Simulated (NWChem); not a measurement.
Species: silicon monosulfide (SiS, singlet); SMILES S=[Si]

```xyz
2

Si     0.0000     0.0000     1.0317
S      0.0000     0.0000    -0.8983
```
Atoms are numbered in this order, from 1.

Low-valent species are run as closed-shell singlets; no triplet was tried in these runs. Coordinates come from a PBE0-D3(BJ)/def2-TZVP optimisation.

Problem. List the 4 lowest vertical singlet excitations from BHandHLYP/def2-SVP, TDA (NWChem).

Solution. 
```
state  energy (eV)  oscillator strength  leading excitation (squared amplitude)
-----  -----------  -------------------  --------------------------------------
S1            4.24                0.000                    HOMO−2 → LUMO (0.47)
S2            4.48                0.000                    HOMO−2 → LUMO (0.50)
S3            4.48                0.000                  HOMO−2 → LUMO+1 (0.50)
S4            4.71                0.038                      HOMO → LUMO (0.96)
```
